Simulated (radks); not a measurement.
Spherical jellium clusters: N electrons in a uniform positive sphere of charge N and radius rs N^(1/3), rs = 2.43 bohr. Method: non-relativistic Kohn-Sham, PBEsol, spin-polarised, spherical densities; computed with a radial shooting solver with Libxc functionals. Levels are named by radial order and angular momentum (1s, 1p, 1d, 2s, ...), and open shells are averaged over m.

N = 39, configuration 1s2 1p6 1d10 2s2 1f14 2p(up 3, down 2). This is the lowest configuration that the search found. Occupied and some empty levels:

level    occupation  eigenvalue (eV)  <r> (bohr)
1s up             1          -10.253       4.887
1s down           1          -10.153       4.960
1p up             3          -8.7785       5.810
1p down           3          -8.7224       5.840
1d up             5          -6.9335       6.474
1d down           5          -6.8969       6.475
2s up             1          -6.0747       5.397
2s down           1          -5.9418       5.336
1f up             7          -4.8000       7.046
1f down           7          -4.7640       7.032
2p up             3          -3.7183       6.449
2p down           2          -3.5760       6.484
1g up             0          -2.4549       7.637
1g down           0          -2.4100       7.619
2d up             0          -1.5063       8.125
2d down           0          -1.4119       8.223
3s up             0          -1.3666       8.735
3s down           0          -1.2989       8.798

Energy (eV): total -43.4053, kinetic 166.29, external -5889.1, Hartree 2882.9, exchange-correlation -217.04, background 3013.5.

Electron density:

r (bohr)  n(r) (e/bohr^3)
0.270             0.01471
0.947             0.01557
1.62              0.01680
2.30              0.01757
2.98              0.01750
3.65              0.01692
4.33              0.01655
5.01              0.01672
5.69              0.01693
6.36              0.01606
7.04              0.01341
7.72             0.009448
8.39             0.005576
9.07             0.002877
9.75             0.001368
10.4            0.0006168
11.1            0.0002750
11.8            0.0001205
12.5           0.00005284
13.1           0.00002324
